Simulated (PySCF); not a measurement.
Electronic structure of P²⁺ (phosphorus, charge +2) at the UHF level

Configuration: [Ne] 3s2 4s1, 2S determinant (an excited configuration). Computed with PySCF 2.14 in aug-cc-pVTZ-DK (6s5p3d2f, 50 functions), with the spin-free X2C one-electron Hamiltonian (Gaussian nucleus).

* Total energy: -339.930204 hartree
* One-electron energy: -456.7905 hartree
* Hartree (Coulomb) energy: 138.7350 hartree
* Exchange energy: -21.8747 hartree
* ⟨S²⟩: 0.7501
* ⟨L²⟩: 0.000
* Sum of ⟨r⟩: 11.78 bohr
* Sum of ⟨r²⟩: 29.48 bohr²
* Langevin diamagnetic susceptibility: -23.3 ×10⁻⁶ cm³/mol

```json
{"shell": "1s α", "electrons": "1", "mean orbital energy (hartree)": "-81.38307", "rms radius, mean of both spins (bohr)": "0.120"}
{"shell": "1s β", "electrons": "1", "mean orbital energy (hartree)": "-81.37867", "rms radius, mean of both spins (bohr)": "0.120"}
{"shell": "2s α", "electrons": "1", "mean orbital energy (hartree)": "-8.69681", "rms radius, mean of both spins (bohr)": "0.558"}
{"shell": "2s β", "electrons": "1", "mean orbital energy (hartree)": "-8.68889", "rms radius, mean of both spins (bohr)": "0.558"}
{"shell": "2p α", "electrons": "3", "mean orbital energy (hartree)": "-6.53681", "rms radius, mean of both spins (bohr)": "0.538"}
{"shell": "2p β", "electrons": "3", "mean orbital energy (hartree)": "-6.53365", "rms radius, mean of both spins (bohr)": "0.538"}
{"shell": "3s α", "electrons": "1", "mean orbital energy (hartree)": "-1.58839", "rms radius, mean of both spins (bohr)": "1.81"}
{"shell": "3s β", "electrons": "1", "mean orbital energy (hartree)": "-1.56965", "rms radius, mean of both spins (bohr)": "1.81"}
{"shell": "4s α", "electrons": "1", "mean orbital energy (hartree)": "-0.55303", "rms radius, mean of both spins (bohr)": "4.53"}
```

The outer electron is Rydberg-like, and this basis confines it to a smaller radius and binds it less than a complete one would.

Densities and radii are taken from the X2C orbitals without a picture-change correction, which distorts them close to the nucleus.
